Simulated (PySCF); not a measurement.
C3H9NSi2 (SMILES C[SiH2]C#C[SiH2]N), singlet, geometry from GFN2-xTB; PySCF with PBE0/6-31G*, polarisability.

The PySCF input:
```python
from pyscf import gto, scf, dft
from pyscf.prop import polarizability

mol = gto.Mole()
mol.atom = '''
    Si   -2.135263   -0.990852   -0.768845
    C    -3.310658    0.422745   -0.294521
    C    -0.438053   -0.565593   -0.166842
    C     0.666440   -0.268495    0.230160
    Si    2.360696    0.159977    0.841141
    N     2.705409    1.699445    0.144282
    H    -2.091610   -1.146524   -2.230462
    H    -2.560838   -2.245493   -0.132171
    H    -3.336472    0.568175    0.781947
    H    -4.325562    0.218216   -0.624840
    H    -2.999695    1.361744   -0.744249
    H     2.382387    0.365484    2.290923
    H     3.262780   -0.940289    0.452000
    H     2.516257    1.846491   -0.833923
    H     3.552456    2.176397    0.405870
'''
mol.basis = '6-31g*'
mol.charge = 0
mol.spin = 0
mol.verbose = 4
mol.build()

mf = dft.RKS(mol)
mf.xc = 'pbe0'
mf.kernel()
alpha = mf.Polarizability().polarizability()[2, 2]
print('alpha_zz =', alpha)
```

Output, abridged:

```
site-packages/pyscf/prop/efg/rhf.py:45: UserWarning: Module EFG is under testing
  warnings.warn('Module EFG is under testing')
site-packages/pyscf/prop/efg/dhf.py:30: UserWarning: Module EFG is under testing
  warnings.warn('Module EFG is under testing')
site-packages/pyscf/prop/zfs/uhf.py:40: UserWarning: Module ZFS is under testing
  warnings.warn('Module ZFS is under testing')
site-packages/pyscf/prop/gtensor/uhf.py:43: UserWarning: Module g-tensor is under testing
  warnings.warn('Module g-tensor is under testing')
site-packages/pyscf/prop/gtensor/uks.py:41: UserWarning: Module g-tensor is under testing
  warnings.warn('Module g-tensor is under testing')
site-packages/pyscf/prop/hfc/uks.py:35: UserWarning: Module HFC is under testing
  warnings.warn('Module HFC is under testing')
site-packages/pyscf/prop/magnetizability/rhf.py:39: UserWarning: Module magnetizability is under testing
  warnings.warn('Module magnetizability is under testing')
site-packages/pyscf/prop/magnetizability/uhf.py:37: UserWarning: Module magnetizability is under testing
  warnings.warn('Module magnetizability is under testing')
site-packages/pyscf/prop/magnetizability/rks.py:37: UserWarning: Module magnetizability is under testing
  warnings.warn('Module magnetizability is under testing')
site-packages/pyscf/prop/magnetizability/uks.py:39: UserWarning: Module magnetizability is under testing
  warnings.warn('Module magnetizability is under testing')
site-packages/pyscf/prop/polarizability/uhf.py:34: UserWarning: Module polarizability is under testing
  warnings.warn('Module polarizability is under testing')
site-packages/pyscf/prop/polarizability/rks.py:29: UserWarning: Module polarizability is under testing
  warnings.warn('Module polarizability is under testing')
site-packages/pyscf/prop/polarizability/uks.py:29: UserWarning: Module polarizability is under testing
  warnings.warn('Module polarizability is under testing')
PySCF version 2.14.0

[INPUT] verbose = 4
[INPUT] num. atoms = 15
[INPUT] num. electrons = 62
[INPUT] charge = 0
[INPUT] spin (= nelec alpha-beta = 2S) = 0
[INPUT] symmetry False subgroup None
[INPUT] Mole.unit = angstrom
[INPUT] Symbol           X                Y                Z      unit          X                Y                Z       unit  Magmom
[INPUT]  1 Si    -2.135263000000  -0.990852000000  -0.768845000000 AA   -4.035062273917  -1.872438909978  -1.452906482241 Bohr   0.0
[INPUT]  2 C     -3.310658000000   0.422745000000  -0.294521000000 AA   -6.256236912100   0.798872270529  -0.556564027933 Bohr   0.0
[INPUT]  3 C     -0.438053000000  -0.565593000000  -0.166842000000 AA   -0.827800198044  -1.068815867971  -0.315285686075 Bohr   0.0
[INPUT]  4 C      0.666440000000  -0.268495000000   0.230160000000 AA    1.259389078455  -0.507382015815   0.434939364830 Bohr   0.0
[INPUT]  5 Si     2.360696000000   0.159977000000   0.841141000000 AA    4.461068903356   0.302312716230   1.589526122143 Bohr   0.0
[INPUT]  6 N      2.705409000000   1.699445000000   0.144282000000 AA    5.112482064933   3.211485613761   0.272653464704 Bohr   0.0
[INPUT]  7 H     -2.091610000000  -1.146524000000  -2.230462000000 AA   -3.952570059402  -2.166616355241  -4.214962311250 Bohr   0.0
[INPUT]  8 H     -2.560838000000  -2.245493000000  -0.132171000000 AA   -4.839282469379  -4.243366784628  -0.249766991610 Bohr   0.0
[INPUT]  9 H     -3.336472000000   0.568175000000   0.781947000000 AA   -6.305018302280   1.073695140825   1.477665673925 Bohr   0.0
[INPUT] 10 H     -4.325562000000   0.218216000000  -0.624840000000 AA   -8.174127514826   0.412368475998  -1.180776471673 Bohr   0.0
[INPUT] 11 H     -2.999695000000   1.361744000000  -0.744249000000 AA   -5.668602007227   2.573323211770  -1.406426778481 Bohr   0.0
[INPUT] 12 H      2.382387000000   0.365484000000   2.290923000000 AA    4.502058952724   0.690664662911   4.329217042467 Bohr   0.0
[INPUT] 13 H      3.262780000000  -0.940289000000   0.452000000000 AA    6.165760604708  -1.776888687941   0.854156208303 Bohr   0.0
[INPUT] 14 H      2.516257000000   1.846491000000  -0.833923000000 AA    4.755036589020   3.489362281474  -1.575886078976 Bohr   0.0
[INPUT] 15 H      3.552456000000   2.176397000000   0.405870000000 AA    6.713168909568   4.112794268325   0.766983142177 Bohr   0.0

nuclear repulsion = 306.469800612724
number of shells = 58
number of NR pGTOs = 246
number of NR cGTOs = 110
basis = 6-31g*
ecp = {}

******** <class 'pyscf.dft.rks.RKS'> ********
method = RKS
initial guess = minao
damping factor = 0
level_shift factor = 0
DIIS = <class 'pyscf.scf.diis.CDIIS'>
diis_start_cycle = 1
diis_space = 8
diis_damp = 0
SCF conv_tol = 1e-09
SCF conv_tol_grad = None
SCF max_cycles = 50
direct_scf = True
direct_scf_tol = 1e-13
XC library pyscf.dft.libxc version 7.1.2
    S. Lehtola, C. Steigemann, M. J. T. Oliveira, and M. A. L. Marques,  SoftwareX 7, 1–5 (2018)
XC functionals = pbe0
    C. Adamo and V. Barone,  J. Chem. Phys. 110, 6158 (1999)
    M. Ernzerhof and G. E. Scuseria,  J. Chem. Phys. 110, 5029 (1999)
radial grids:
    Treutler-Ahlrichs [JCP 102, 346 (1995); DOI:10.1063/1.469408] (M4) radial grids

becke partition: Becke, JCP 88, 2547 (1988); DOI:10.1063/1.454033
pruning grids: <function nwchem_prune>
grids dens level: 3
symmetrized grids: False
atomic radii adjust function: <function treutler_atomic_radii_adjust>
small_rho_cutoff = 0
Set gradient conv threshold to 3.16228e-05
Initial guess from minao.
tot grids = 182888
init E= -753.199043063613
  HOMO = -0.311300055929403  LUMO = -0.0834534618752212  gap/eV = 6.20002
cycle= 1 E= -752.869707016981  delta_E= 0.329  |g|= 0.564  |ddm|=  3.5
  HOMO = -0.183963405558364  LUMO = 0.0254817138790049  gap/eV = 5.69929
cycle= 2 E= -752.840522802161  delta_E= 0.0292  |g|= 0.654  |ddm|= 1.13
  HOMO = -0.272117380039859  LUMO = -0.00441295560425115  gap/eV = 7.28461
cycle= 3 E= -752.947680322882  delta_E= -0.107  |g|= 0.0649  |ddm|= 0.636
  HOMO = -0.261074886791282  LUMO = -0.00668554891677431  gap/eV = 6.92229
cycle= 4 E= -752.94847984482  delta_E= -0.0008  |g|= 0.03  |ddm|= 0.0801
  HOMO = -0.26394200505382  LUMO = -0.00536502363620928  gap/eV = 7.03624
cycle= 5 E= -752.948674416213  delta_E= -0.000195  |g|= 0.013  |ddm|= 0.033
  HOMO = -0.263927423099954  LUMO = -0.0051622202740913  gap/eV = 7.04136
cycle= 6 E= -752.948714634221  delta_E= -4.02e-05  |g|= 0.00429  |ddm|= 0.0123
  HOMO = -0.263899005529971  LUMO = -0.0052313913742994  gap/eV = 7.03870
cycle= 7 E= -752.948719608655  delta_E= -4.97e-06  |g|= 0.000309  |ddm|= 0.00358
  HOMO = -0.263929892168216  LUMO = -0.00524219218535382  gap/eV = 7.03925
cycle= 8 E= -752.948719631125  delta_E= -2.25e-08  |g|= 0.000117  |ddm|= 0.000403
  HOMO = -0.263929359347028  LUMO = -0.00523116221192232  gap/eV = 7.03954
cycle= 9 E= -752.948719635071  delta_E= -3.95e-09  |g|= 2.78e-05  |ddm|= 0.00015
  HOMO = -0.26392868408998  LUMO = -0.00523220438051952  gap/eV = 7.03949
cycle= 10 E= -752.948719635301  delta_E= -2.3e-10  |g|= 3.76e-06  |ddm|= 3.25e-05
  HOMO = -0.263928151682858  LUMO = -0.00523208246534468  gap/eV = 7.03948
Extra cycle  E= -752.9487196353  delta_E= 4.55e-13  |g|= 3.89e-06  |ddm|= 8.82e-06
converged SCF energy = -752.9487196353
Isotropic polarizability 80.6909004429
Polarizability anisotropy 41.2138605906
alpha_zz = 65.72003761191587
```
